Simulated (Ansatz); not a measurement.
`[BH2][AlH][CH2]OC` + `CB(O)S` → `BB(O)S` + `CO[CH2][AlH][CH3]`  (redistribution)

Computed with Ansatz on PBE0-D4/def2-TZVP structures; ΔE is electronic, products minus reactants. CCSD(T)/CBS is the MP2 limit (def2-TZVPP, def2-QZVPP) plus CCSD(T) − MP2 in def2-TZVPP, frozen cores. DFT in def2-TZVPP. B3LYP here is the variant with VWN-RPA as its local correlation; programs differ in this. HSE06 is defined as in plane-wave codes. One conformer a species, not always the lowest.

| level | ΔE (kJ/mol) | difference from CCSD(T)/CBS |
| --- | --- | --- |
| PBE0-D4 | 8.9 | 11.2 |
| B3LYP-D4 | -1.8 | 0.5 |
| r2SCAN0-D4 | 4.2 | 6.5 |
| B2PLYP | -5.8 | -3.5 |
| PBE-QIDH | 1.8 | 4.1 |
| revPBE | 7.7 | 10.0 |
| r2SCAN | 9.3 | 11.6 |
| B3LYP | -5.1 | -2.8 |
| r2SCAN0 | 3.9 | 6.2 |
| HSE06 | 7.7 | 10.0 |
| BHLYP | -10.5 | -8.2 |
| RPA@PBE/def2-TZVPP | -5.6 | -3.3 |
| CCSD/def2-SVP | 3.5 | 5.8 |
| CCSD(T)/def2-TZVPP | -1.4 | 0.9 |
| HF/def2-QZVPP | -25.7 | -23.4 |
| SCS-MP2/def2-QZVPP | -10.8 | -8.5 |
| CCSD(T)/CBS | -2.3 | 0 |

Largest T1 diagnostic among the species: 0.014.

From r2SCAN to r2SCAN0 (25 % exact exchange), in def2-TZVPP and without D4, ΔE moves by −5.4 kJ/mol. The D4 term adds +3.3 kJ/mol with B3LYP and +1.5 kJ/mol with PBE0; it sums over pairs of atoms, weighted by their polarisabilities, and B3LYP, whose exchange is more repulsive, gets the larger term. At CCSD(T), def2-SVP lies +9.5 kJ/mol from the extrapolated value and def2-TZVPP +0.9 kJ/mol.
